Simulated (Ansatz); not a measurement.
Two isomers of CH3NO2Si: A = `OC1=N[SiH]1O`, B = `N[SiH]1OC1=O`.

Isolated molecules relaxed with PBE0-D4/def2-TZVP in Ansatz; ΔE leaves out vibrations. CCSD(T)/CBS is the MP2 limit (def2-TZVPP, def2-QZVPP) plus CCSD(T) − MP2 in def2-TZVPP, frozen cores. Functionals use def2-TZVPP. One conformer a species, not always the lowest.

A:

Z-matrix (Å, degrees):
```
Si
O 1 1.627
C 1 1.764 2 126.2
N 1 1.750 2 122.7 3 -52.8
H 1 1.469 2 105.6 3 160.1
H 2 0.960 1 118.0 3 21.5
O 3 1.320 1 163.4 2 73.6
H 7 0.973 3 107.2 1 -174.4
```

B:

Z-matrix (Å, degrees):
```
Si
O 1 1.697
C 1 1.814 2 46.7
N 1 1.678 2 119.8 3 -112.8
H 1 1.476 2 116.7 3 113.6
O 3 1.181 1 168.9 2 -173.4
H 4 1.006 1 124.2 2 46.1
H 4 1.006 1 122.4 2 -132.9
```

Problem. Which is lower in electronic energy at CCSD(T)/CBS, and by how much? (Estimate.)

Solution. The calculation gave: B, by 10.4 kcal/mol.

Problem. Give E(B) − E(A) in kcal/mol with B2PLYP, MP2/def2-TZVPP, PBE-D4, BLYP-D4, r2SCAN-D4, LDA (SPW92), CCSD/def2-TZVPP. (An estimate is asked.)

Solution. The calculation gave: B2PLYP -12.5, MP2/def2-TZVPP -11.1, PBE-D4 -13.9, BLYP-D4 -14.7, r2SCAN-D4 -13.3, LDA (SPW92) -12.6, CCSD/def2-TZVPP -10.1. None reverses the order clearly.

Problem. Does the order hold for the free energy at 298.15 K (harmonic terms from PBE0-D4)? (Best estimate.)

Solution. Computed: Yes: G(B) − G(A) = -11.2 kcal/mol, for one conformer each.

Largest T1 diagnostic: 0.017.

From BLYP to BHLYP (50 % exact exchange), in def2-TZVPP and without D4, E(B) − E(A) moves by +4.2 kcal/mol. Leaving LDA and LC-ωPBE aside and taking each functional with its dispersion term where it has one, the values, not all of them listed here, spread over 4.2 kcal/mol, from BLYP-D4 to BHLYP-D4. LDA lies +1.3 kcal/mol from PBE without D4.
